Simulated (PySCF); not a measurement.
A side-by-side comparison of computed properties.

First species: C₇H₁₄OSi.
Atom-mapped SMILES: `[CH2:1]=[C:2]([CH3:3])[C@:4]1([O:5][CH2:6][CH3:7])[CH2:8][SiH2:9]1` (hydrogens: H10, H11 on C1; H12, H13, H14 on C3; H15, H16 on C6; H17, H18, H19 on C7; H20, H21 on C8; H22, H23 on Si9)

Second species: C7H11ClSi2.
SMILES: `C#C[Si@@H](C#C[SiH2]Cl)C(C)C`

Levels: PBE0/pcSseg-1 for dipole moment, HOMO energy, LUMO energy and HOMO–LUMO gap; GFN2-xTB for rotational constant A and rotational constant C. Geometries: GFN2-xTB. All species are isolated and taken at one optimised geometry, non-relativistic unless stated; the electronic structure was computed with PySCF and density fitting.

The conformers computed, where there is a choice (atom-mapped SMILES and torsion angles):
- `[CH2:1]=[C:2]([CH3:3])[C@:4]1([O:5][CH2:6][CH3:7])[CH2:8][SiH2:9]1`: C1–C2–C4–O5 17°, C2–C4–O5–C6 74°, C4–O5–C6–C7 180°
- `[CH:1]#[C:2][Si@@H:3]([C:4]#[C:5][SiH2:6][Cl:7])[CH:8]([CH3:9])[CH3:10]`: C2–Si3–C8–C9 -57°

| property | column X | column Y |
| --- | --- | --- |
| dipole moment | 1.33 D | 1.46 D |
| HOMO energy | -6.34 eV | -8.00 eV |
| LUMO energy | -0.05 eV | -1.09 eV |
| HOMO–LUMO gap | 6.29 eV | 6.91 eV |
| rotational constant A | 1.680 GHz | 1.162 GHz |
| rotational constant C | 0.808 GHz | 0.310 GHz |

Task: Which column belongs to which species?

Result: Column X is the first species and column Y the second. The first has 23 atoms and 78 electrons, the second 21 and 98.

Task: How does each property change from the first species to the second?

Result: dipole moment +0.13 D; HOMO energy -1.66 eV; LUMO energy -1.04 eV; HOMO–LUMO gap +0.62 eV; rotational constant A -0.518 GHz; rotational constant C -0.498 GHz.

On the first: A dipole of 1.33 D is allowed in C1, and pure rotational transitions are dipole-allowed. The dipole matches unit charges of opposite sign 0.28 Å apart (1 e·Å = 4.8032 D).

On the second: In atomic units the dipole is 0.58 e·bohr (1 au = 2.5417 D). A dipole of 1.46 D is allowed in C1, and pure rotational transitions are dipole-allowed.
